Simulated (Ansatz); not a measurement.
A structure relaxed at PBE0-D4/def2-TZVP, charge 0, multiplicity 1:

Cartesian coordinates in Å:
```
O -1.670 -0.699 0.625
Al -0.162 -0.335 -0.037
S 1.014 -1.775 -1.193
C 0.627 1.458 0.207
F -0.193 2.294 0.962
H -2.131 -1.532 0.561
H 0.102 -2.754 -1.075
H 1.601 1.398 0.708
H 0.812 1.946 -0.758
```

Problem. Give its formula and SMILES.

Solution. CH4AlFOS, `[OH][Al]([SH])[CH2]F`.

Problem. Point group (tolerance 0.08 Å, 0.16 Å for H)?

Solution. Cs.

Problem. Summarise the bond lengths by kind.

Solution. 1 × Al–O 1.686 Å; 1 × H–O 0.954 Å; 1 × Al–S 2.190 Å; 1 × Al–C 1.973 Å; 1 × H–S 1.344 Å; 1 × C–F 1.393 Å; 2 × C–H 1.097 Å.

Results of the Gaussian-basis code of Ansatz.
